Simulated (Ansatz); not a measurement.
Ideal-gas functions of `C[O][Ga]([OH])[Br]` at 500 K and 1 bar, from an Ansatz frequency run at PBE0-D4/def2-TZVP.

Molar mass 197.67 g/mol, point group Cs (symmetry number 1), electronic degeneracy 1, moments of inertia 181.762, 347.323, 525.911 u Å². Harmonic wavenumbers (cm⁻¹, unscaled): 61, 92, 99, 145, 169, 273, 308, 343, 624, 729, 870, 1128, 1179, 1206, 1480, 1492, 1500, 3014, 3083, 3091, 3885.

Use S(trans) = R[1.5 ln M + 2.5 ln T − 1.1517]; rotational temperatures θ = 24.2544 K / I; S(rot) = R[ln(√π/σ · √(T³/θAθBθC)) + 1.5]; for each mode x = 1.438777 ν̃/T, S = R[x/(eˣ − 1) − ln(1 − e⁻ˣ)] and H = RT x/(eˣ − 1); 1 cm⁻¹ = 0.0119627 kJ/mol; R = 8.31446 J/(mol·K).

Q: By hand: the entropy, in J/(mol·K).

A: Translation 185.5. Rotation: θ = 0.1334, 0.0698, 0.0461 K, giving 127.0. Vibration, mode by mode: 22.79, 19.39, 18.78, 15.64, 14.39, 10.53, 9.59, 8.75, 4.48, 3.53, 2.56, 1.42, 1.27, 1.19, 0.63, 0.61, 0.60, 0.01, 0.01, 0.01, 0.00, in all 136.2. Electronic 0.0. Sum 448.7 J/(mol·K).

Q: By hand: H − E and G − E in kJ/mol, counted from the electronic energy.

A: Zero-point energy ½ × 24771 × 0.0119627 = 148.2; thermal vibration 31.3; translation, rotation and pV give 4 RT = 16.6. H − E = 196.1 kJ/mol, and G − E = 196.1 − 500 × 448.7/1000 = -28.2 kJ/mol.

Vibration gives 30 % of the entropy, 76.6 J/(mol·K) of it from the modes under 150 cm⁻¹: soft modes count most, and the harmonic formula is weakest for them. The sum counts one conformer and one mirror image; others add a mixing term.
